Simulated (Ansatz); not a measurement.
Reaction (cleavage of the Ge–Si bond): `[CH3][GeH]([F])[SiH2]F` + HCl → `[CH3][GeH]([F])[Cl]` + `F[SiH3]`

Calculated with Ansatz (gas phase, PBE0-D4/def2-TZVP geometries, no zero-point term in ΔE). CCSD(T)/CBS is the MP2 limit (def2-TZVPP, def2-QZVPP) plus CCSD(T) − MP2 in def2-TZVPP, frozen cores. This one scheme is used for every species. Functionals use def2-TZVPP. For Ge outer-core shells are correlated without core-valence functions, which leaves a few kJ/mol of doubt a bond. Scalar relativity is left out up to krypton. Each species was taken in one conformer, which may not be the lowest.

| level | ΔE (kJ/mol) |
| --- | --- |
| r2SCAN-D4 | -84.8 |
| B2PLYP | -89.9 |
| MP2/def2-QZVPP | -93.3 |
| SCS-MP2/def2-QZVPP | -95.1 |

Problem. What does CCSD(T)/CBS give? (Estimate.)

Solution. Computed: -84.7 kJ/mol. The listed levels differ from it by -0.1, -5.2, -8.6, -10.4 kJ/mol.

Largest T1 diagnostic among the species: 0.012.

In def2-TZVPP, CCSD(T) changes the Hartree–Fock value by +22.0 kJ/mol (the triples alone add +1.2 kJ/mol) and MP2 by +14.3 kJ/mol. The D4 term adds +3.1 kJ/mol with B3LYP and +2.0 kJ/mol with PBE0; it sums over pairs of atoms, weighted by their polarisabilities, and B3LYP, whose exchange is more repulsive, gets the larger term.

B3LYP here is the variant with VWN-RPA as its local correlation; programs differ in this.
